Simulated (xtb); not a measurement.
Job for xtb: GFN-FF on AsFH4 (a complex), monomers drawn apart or pushed together.

```
$ xtb mol.xyz --gfnff --sp --chrg 0 --uhf 0
6

F      0.83298341    -0.55984759    -0.25489031
H      0.55077934    -0.32185962     0.60610121
As    -0.09433691     0.22338866     2.58929969
H      0.69620880    -0.15282733     3.82911394
H     -1.42341548    -0.23211958     3.16353092
H     -0.28136472     1.66902012     3.01220679
```

It printed:

```
[...]
           -------------------------------------------------
          |                Calculation Setup                |
           -------------------------------------------------



molecular fragmentation (1/2 indicates fragments):
112222
# atoms in fragment 1/2:     2     4
 fragment masses (1/2) :       20.01       77.95
CMA distance (Bohr)    :   5.814
constraining FC (au)   :  0.0500

          ==================== Thresholds ====================
          CN  :   150.00000
          rep :   500.00000
          disp:  2500.00000
          HB1 :   250.00000
          HB2 :   450.00000

          Pauling EN used:
          Z : 1  EN :  2.20
          Z : 9  EN :  3.98
          Z :33  EN :  2.18
          electric field strengths (au): 0.000

           -------------------------------------------------
          |           Force Field Initialization            |
           -------------------------------------------------

          distances ...
          ----------------------------------------
          generating topology and atomic info file ...
          pair mat ...
          computing topology distances matrix with Floyd-Warshall algo ...
          making topology EEQ charges ...
          #fragments for EEQ constrain: 2
          ----------------------------------------
          generating topology and atomic info file ...
          pair mat ...
          computing topology distances matrix with Floyd-Warshall algo ...
          making topology EEQ charges ...
          rings ...
          # BATM   0
          # H in HB   4

  atom   neighbors  erfCN metchar sp-hybrid imet pi  qest     coordinates
    1  F       1    0.98   0.00         0    0    0  -0.322    1.574111   -1.057959   -0.481673
    2  H       1    1.12   0.04         0    0    0   0.322    1.040822   -0.608227    1.145365
    3  As      3    2.89   0.02         3    0    0   0.037   -0.178271    0.422143    4.893067
    4  H       1    0.97   0.00         0    0    0  -0.012    1.315644   -0.288802    7.235977
    5  H       1    0.97   0.00         0    0    0  -0.012   -2.689865   -0.438642    5.978207
    6  H       1    0.97   0.00         0    0    0  -0.012   -0.531702    3.153991    5.692246

          #atoms :   6
          #bonds :   4
          #angl  :   3
          #tors  :   0
          #nmol  :   2
          #optfrag :   2
           -------------------------------------------------
          |                   G F N - F F                   |
          |          A general generic force-field          |
          |                  Version 1.0.3                  |
           -------------------------------------------------
          Number of HB bonds (bound hydrogen)     0
          Number of HB bonds (unbound hydrogen)   24
          Number of XB bonds                      30

 E+G (total)                   0 d,  0 h,  0 min,  0.000 sec
 distance/D3 list               ...        0 min,  0.000 sec (  1.063%)
 non bonded repulsion           ...        0 min,  0.000 sec ( 18.360%)
 dCN                            ...        0 min,  0.000 sec (  2.776%)
 EEQ energy and q               ...        0 min,  0.000 sec ( 13.111%)
 D3                             ...        0 min,  0.000 sec ( 13.899%)
 EEQ gradient                   ...        0 min,  0.000 sec (  4.696%)
 bonds                          ...        0 min,  0.000 sec (  8.016%)
 bend and torsion               ...        0 min,  0.000 sec (  4.885%)
 bonded ATM                     ...        0 min,  0.000 sec (  0.479%)
 HB/XB (incl list setup)        ...        0 min,  0.000 sec ( 20.783%)

         :::::::::::::::::::::::::::::::::::::::::::::::::::::
Note: The following floating-point exceptions are signalling: IEEE_UNDERFLOW_FLAG IEEE_DENORMAL
normal termination of xtb
         ::                     SUMMARY                     ::
         :::::::::::::::::::::::::::::::::::::::::::::::::::::
         :: total energy              -0.419269232747 Eh    ::
         :: gradient norm              0.038526287101 Eh/a0 ::
         ::.................................................::
         :: bond energy               -0.419122880701 Eh    ::
         :: angle energy               0.007246916662 Eh    ::
         :: torsion energy             0.000000000000 Eh    ::
         :: repulsion energy           0.029826070700 Eh    ::
         :: electrostat energy        -0.032766229344 Eh    ::
         :: dispersion energy         -0.001262426936 Eh    ::
         :: HB energy                 -0.003183933304 Eh    ::
         :: XB energy                 -0.000006749824 Eh    ::
         :: bonded atm energy          0.000000000000 Eh    ::
         :: external energy            0.000000000000 Eh    ::
         :: add. restraining           0.000000000000 Eh    ::
         :: total charge              -0.000000000000 e     ::
         :::::::::::::::::::::::::::::::::::::::::::::::::::::

           -------------------------------------------------
          |                Property Printout                |
           -------------------------------------------------

molecular dipole:
                 x           y           z       tot (Debye)
 q only:       -0.203       0.171       0.619       1.711

           -------------------------------------------------
          | TOTAL ENERGY               -0.419269232747 Eh   |
          | GRADIENT NORM               0.038526287101 Eh/α |
           -------------------------------------------------
########################################################################
[WARNING] Runtime exception occurred
-1- gfnff_setup: Could not read topology file.
########################################################################

------------------------------------------------------------------------
------------------------------------------------------------------------
 total:
 SCF:
```

The run finished.

Cost: about 0.010 core-seconds (a rough figure).
